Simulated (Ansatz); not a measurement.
Ansatz results at the PBE0-D4/def2-TZVP geometry: LUMO energy (ωB97M-V/def2-TZVPP) 1.71 eV; size of the dipole moment (ωB97M-V/def2-TZVPP) 1.96 D; LUMO energy (PBE0/def2-TZVPP) -0.04 eV.

Each molecule was computed in one conformer, which needn't be the lowest.

Question: Which molecule gave them?
A. `P[SiH2][SeH]`
B. `[SiH3]NB[SeH]`
C. `N=C[SiH3]`
D. `OB[N]([InH2])[GeH2][SH]`

Answer: B. The others give `P[SiH2][SeH]`: 1.45, 0.47, -0.33; `N=C[SiH3]`: 1.29, 1.78, -0.96; `OB[N]([InH2])[GeH2][SH]`: 0.28, 2.43, -1.10.
